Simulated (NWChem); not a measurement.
System: hydrogen selenide (H2Se); SMILES [SeH2]

```xyz
3

Se     0.0000     0.0000     0.0820
H      1.0538     0.0000    -0.9617
H     -1.0538     0.0000    -0.9617
```
Atoms are numbered in this order, from 1.

Program: NWChem. Structure relaxed at the PBE-D3(BJ)/def2-SVP level. Static field.

For level PBE/aug-cc-pVDZ:

| Property | Result |
|---|---|
| isotropic polarisability (bohr³) | 31.0 |

Question: What are these values for level PBE/def2-SVPD?

Answer: 
| Item | Value |
|---|---|
| isotropic polarisability (bohr³) | 32.5 |
